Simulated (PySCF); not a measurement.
Calculation: B3LYP-D3(BJ)/def2-TZVP // TPSS-D3(BJ)/def2-SVP run with PySCF. Isolated molecules, 0 K electronic values unless said otherwise. B3LYP has the VWN-RPA correlation part, as in Gaussian. 

Reference species: [Ti(F)3] (neutral, multiplicity 2).

```yaml
charge on the central atom (Mulliken): 1.43 e
highest_occupied_spin_orbital: -6.94 eV
coordination_number: 3
```

Changed species: [Zr(F)3] (M = Zr, multiplicity 2; the reference has M = Ti, multiplicity 2).

Task: What does the change do to the charge on the central atom (Mulliken), highest occupied spin orbital and coordination number?

Result: the charge on the central atom (Mulliken) falls by 0.02 e, to 1.41 e; the highest occupied spin orbital rises by 1.14 eV, to -5.80 eV; the coordination number is nearly the same.
